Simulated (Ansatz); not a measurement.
Reaction (formal exchange of groups at a Ge–O bond): `F[SiH2][O][GeH3]` + `FCF` → `F[CH](F)[GeH3]` + `O[SiH2]F`

Gas-phase electronic energies from Ansatz, PBE0-D4/def2-TZVP geometries. CCSD(T)/CBS adds triple-zeta CCSD(T) − MP2 to the extrapolated MP2 energy (def2 sets, frozen cores). This one scheme is used for every species. DFT in def2-TZVPP. HSE06 is defined as in plane-wave codes. For Ge outer-core shells are correlated without core-valence functions, which leaves a few kJ/mol of doubt a bond. Scalar relativity is left out up to krypton. One conformer a species, not always the lowest.

CCSD(T)/CBS gives +77.4 kJ/mol.

Task: Another level gave +81.3 kJ/mol. Which?
A. B97M-V/def2-TZVPP
B. SCS-MP2/def2-TZVPP
C. HSE06-D4/def2-TZVPP
D. r2SCAN0/def2-TZVPP

Result: A. B97M-V 81.3, r2SCAN0 77.3, SCS-MP2/def2-TZVPP 89.0, HSE06-D4 71.8 kJ/mol.

Largest T1 diagnostic among the species: 0.012.

From BLYP to BHLYP (50 % exact exchange), in def2-TZVPP and without D4, ΔE moves by +16.9 kJ/mol. Leaving LDA and LC-ωPBE aside and taking each functional with its dispersion term where it has one, the values, not all of them listed here, spread over 25.9 kJ/mol, from PBE-D4 to BHLYP-D4. LDA lies −5.7 kJ/mol from PBE without D4. In def2-TZVPP, CCSD(T) changes the Hartree–Fock value by −23.0 kJ/mol (the triples alone add −2.5 kJ/mol) and MP2 by −19.8 kJ/mol.
